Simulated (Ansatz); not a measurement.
Basis-set extrapolation for AlBF$_{2}$H$_{2}$O, SMILES `O[B](F)[AlH][F]` (PBE0-D4/def2-TZVP geometry, frozen core, Ansatz). Multiplicity 1, RHF reference.

|  | def2-TZVPP | def2-QZVPP |
| --- | --- | --- |
| HF | -541.829357 | -541.850872 |
| MP2 correlation | -0.905048 | -0.986114 |
| CCSD(T) correlation | -0.950699 | not run |

Energies in hartree. Use E(X) = E(∞) + A·exp(−7.88·√X) for Hartree–Fock and E(X) = E(∞) + B·X^(−2.97) for correlation, with X = 3 and 4, and add CCSD(T) minus MP2 of the smaller set to the MP2 limit.

Question: What is the CCSD(T) energy at the basis-set limit?

Answer: HF limit: -541.850872 + (-0.021515) × 0.13774 = -541.85384. MP2 limit: -0.986114 + (-0.081066) × 0.74074 = -1.04616. Higher-order term: -0.950699 − (-0.905048) = -0.04565. Total: -542.94565 hartree, 434.8 kJ/mol below CCSD(T)/def2-TZVPP.
